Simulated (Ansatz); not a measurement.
Molecule: difluoro(fluorosilyl)silane, Si2H3F3, charge 0, multiplicity 1. SMILES: [SiH2](F)[SiH](F)F
Geometry: optimised at B3LYP-D3(BJ)/def2-TZVP (Ansatz, a quantum-chemistry and plane-wave program).

Cost and difference of B3LYP with Ansatz in habitual basis sets for the atomisation energy (kcal/mol). Conventions: LANL2DZ with its own core potentials from Na on; 6-311+G** with 5d, 6d on Na to Ar in Ansatz; non-relativistic; valence correlation only; six Cartesian d functions in 6-31G* and its kin unless marked 5d; atomisation electronic, to ground-state atoms; no dispersion term unless named; UHF or UKS for open shells; no spin-orbit coupling. CBS(X,Y): correlation extrapolated as X^-3; Hartree-Fock from the larger set. Ab initio and DFT rows: single points at B3LYP-D3(BJ) geometries (Ansatz). Costs are core time of energy and forces over that of the cheapest set, on one shared machine, to one figure and rough; under a factor of 2 they don't order.

Coupled cluster (Ansatz) is a level with limits of its own, used here on species with T1 under 0.025 (0.045 for open shells) and stable references: CCSD(T)/CBS(aug-cc-pV(T+d)Z,aug-cc-pV(Q+d)Z).

Value to compare with: 711.9 kcal/mol.

```
level            relative cost  atomisation energy (kcal/mol)  difference
---------------  -------------  -----------------------------  ----------
B3LYP/LANL2DZ               1×                          594.7      -117.2
B3LYP/STO-3G                1×                          741.4        29.5
B3LYP/3-21G                 1×                          624.3       -87.6
B3LYP/6-31G                 2×                          580.7      -131.2
B3LYP/def2-SVP              2×                          679.3       -32.6
B3LYP/6-31G*                2×                          684.6       -27.3
B3LYP/6-31G**               2×                          686.7       -25.2
B3LYP/cc-pVDZ               3×                          657.0       -54.9
B3LYP/6-31+G*               4×                          673.6       -38.3
B3LYP/6-311+G**             4×                          666.6       -45.3
```

The dearest set gives -45.3 kcal/mol. A small set can land close by cancelling terms.
